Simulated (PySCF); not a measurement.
Relaxation of singlet TeSCl4

Level of theory: PySCF, B3LYP, basis Te def2-SVP with ECP28, S def2-SVP, Cl def2-SVP (scalar-relativistic core potentials, no spin–orbit coupling, density fitting). A (50,194) grid was used.

A hand-made trigonal bipyramidal (ligand arrangement 2) start, of C3v symmetry, held to at least that symmetry:

```xyz
6
charge 0 multiplicity 1, angstrom
Te    0.0000    0.0000   -0.0371
S     0.0000    0.0000   -2.2571
Cl    0.0000    0.0000    2.3129
Cl    2.3500    0.0000   -0.0371
Cl   -1.1750    2.0352   -0.0371
Cl   -1.1750   -2.0352   -0.0371
```

Task: What does it relax to?

Result: It ends at C3v with Te–Cl 2.427 Å (×3), Te–Cl 2.449 Å, Te–S 2.258 Å; Cl–Te–Cl 82.8° (×3), Cl–Te–Cl 118.5° (×3), Cl–Te–S 97.2° (×3), Cl–Te–S 180.0° (after a last refinement on a finer grid). The frequency run here used a shortcut that can spoil soft modes, so no verdict on minimum or saddle point is given. Other isomers or separated fragments may lie lower.

Task: How much energy is released, and in how many steps?

Result: 54.0 kJ/mol in 5 steps.

The relaxation took of the order of 80 core-seconds on a shared host.
